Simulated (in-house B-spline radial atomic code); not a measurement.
Configurations of neutral ruthenium, with energies counted from [Kr] 4d7 5s1. Computed with a radial B-spline atomic code at the basis-set limit: non-relativistic revTPSS, spin-polarised, spherical fractional occupations, point nucleus. Shells without spins written out take the highest spin.

Occupations are held fixed; configurations that lie above the ionisation limit could autoionise.

```
                                          configuration  E - E(ref) (eV)  highest orbital  its <r> (bohr)
                 [Kr] 4d(4 up, 3 down) 5s(1 up, 0 down)           1.6037            5s up           3.464
                                           [Kr] 4d7 5d1           5.4861            5d up           10.38
                 [Kr] 4d(2 up, 5 down) 6d(0 up, 1 down)           6.0995          6d down           19.87
[Kr] 4d(4 up, 2 down) 5s(0 up, 1 down) 6f(1 up, 0 down)           11.356            6f up           43.07
                          [Ar] 3d10 4s2 4p5 4d7 5s1 6s1           47.305            6s up           8.539
                           [Ar] 3d9 4s2 4p6 4d7 5s1 6d1           291.16            6d up           18.64
                           [Ar] 3d9 4s2 4p6 4d7 5s1 6f1           291.74            6f up           42.73
```

Order these further configurations by energy, lowest first.
A. [Kr] 4d(5 up, 2 down) 5s(0 up, 1 down)
B. [Kr] 4d6 5s1 6d1
C. [Kr] 4d6 5s1 5f1
D. [Ar] 3d(4 up, 5 down) 4s2 4p6 4d(5 up, 2 down) 5s(0 up, 1 down) 5d(0 up, 1 down)
E. [Ar] 3d10 4s2 4p(3 up, 2 down) 4d(3 up, 4 down) 5s(1 up, 0 down) 6s(1 up, 0 down)

A (0.74318 eV), B (7.5914 eV), C (7.9842 eV), E (50.963 eV), D (291.9 eV).

How far above the reference does [Ar] 3d9 4s2 4p6 4d7 5s1 6s1 lie?

289.69 eV; its least bound orbital is 6s up with <r> = 8.531 bohr.

How far above the reference does [Kr] 4d6 5s1 6p1 lie?

6.7752 eV; its least bound orbital is 6p up with <r> = 10.85 bohr.
